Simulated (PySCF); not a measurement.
A structure optimised at PBE-D3(BJ)/def2-SVP, used in a PySCF frequency run:

```xyz
15

F     -0.2759     2.3921     0.3951
C      0.6877     1.5122     0.0536
C      0.5535     0.1863     0.2679
Si     1.9700    -0.9382    -0.2450
C     -0.7036    -0.3854     0.8777
Si    -2.0147    -0.7780    -0.4550
H      1.5639     2.0090    -0.3954
H      1.5055    -1.9629    -1.2456
H      3.0711    -0.1122    -0.8510
H      2.4990    -1.6816     0.9536
H     -0.4965    -1.3188     1.4425
H     -1.1627     0.3337     1.5889
H     -1.4603    -1.7581    -1.4527
H     -3.2411    -1.3763     0.1829
H     -2.3951     0.4859    -1.1738
```
Charge 0, spin multiplicity 1.

Problem. Write its SMILES and formula.

Solution. F/C=C(/[SiH3])C[SiH3], C₃H₉FSi₂

Problem. What are its rotational constants (standard atomic weights)?

Solution. 2.2007, 1.6488, 1.0439 GHz
